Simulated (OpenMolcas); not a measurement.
Rh4+: moving the ligands

Rh4+ with 6 ligands (fluoride) in octahedral coordination (Oh) at 1.91 Å. A charge of +0.333 e stands 2.4 Å behind each ligand. Ligand basis ANO-RCC-VDZP.
```
Rh    0.0000    0.0000    0.0000
F     1.9100    0.0000    0.0000
F     0.0000    1.9100    0.0000
F    -1.9100    0.0000    0.0000
F     0.0000   -1.9100    0.0000
F     0.0000    0.0000    1.9100
F     0.0000    0.0000   -1.9100
```

| Property | Result |
| --- | --- |
| Program | OpenMolcas |
| Method | CASSCF |
| Basis | ANO-RCC-VDZP [6s5p3d1f] |
| Scalar Hamiltonian | DKH2, point nucleus |
| Active space | 5 electrons in 5 orbitals (4d) |
| State averaging | 2S+1 = 6 even, 1 root; 2S+1 = 4 even, 24 roots; 2S+1 = 2 even, 75 roots |
| Spin-orbit coupling | RASSI with atomic mean-field integrals over the reference wave functions |

Runs around this geometry, states (labels of O, the rotations of Oh). Energies in cm-1 above the lowest state or level, χT in cm3 K/mol; under a threefold ground state the first gap can be a small split of the lowest multiplet, not the spin-orbit step; 10Dq and B are least-squares fits to the states below 45000 cm-1, weighted by degeneracy, with a free offset, and given where the rms deviation is under 5 % of |10Dq| (or 100 cm-1) and under 700 cm-1.

```tsv
R (Å)	Ground state	First state of that spin	10Dq	B (rms of fit)	First gap with spin-orbit (degeneracies)	χT at 300 K	First state of another spin
1.88	2T2	25644	29657	767 (476)	2370 (2, 4)	0.527	2S+1 = 4: 15214
1.91	2T2	23666	28103	758 (517)	2396 (2, 4)	0.534	2S+1 = 4: 13211
1.99	2T2	19103	23758	752 (649)	2466 (2, 4)	0.556	6A1 6851
```

Taking |10Dq| as R^-n, n = -ln(23758 / 29657) / ln(1.99 / 1.88) = 3.9 between the shortest and longest distance. The point-charge formula for a cubic d site gives n = 5.

An orbital triplet at a regular site is open to Jahn-Teller coupling, which can distort the site and quench the lowest spin-orbit gaps and is left out. Without dynamic correlation the repulsion within the d shell is too large (B by tens of per cent), so at a given field states of lower spin stand too high. The least metal-like active orbital is 71 % on the metal (Löwdin) and no ligand orbital is active, so the numbers are rough. With metal d orbitals alone the field can be off either way by tens of per cent. Ligand-to-metal charge-transfer states are missing. With no ligand orbital active B as a rule stays too high, so bands that hang on it stand too high and its fall with covalency is understated. This shell can be high or low spin here, a state of another spin lies low, and with metal d orbitals alone active their balance is uncertain, so the ground spin may be wrong, although the usual error favours high spin (holds for R = 1.99). No measured value stands beside these numbers; the geometry was imposed, not optimised, and the real ion may take another.

A state without a sure symmetry label is named by its multiplicity alone.
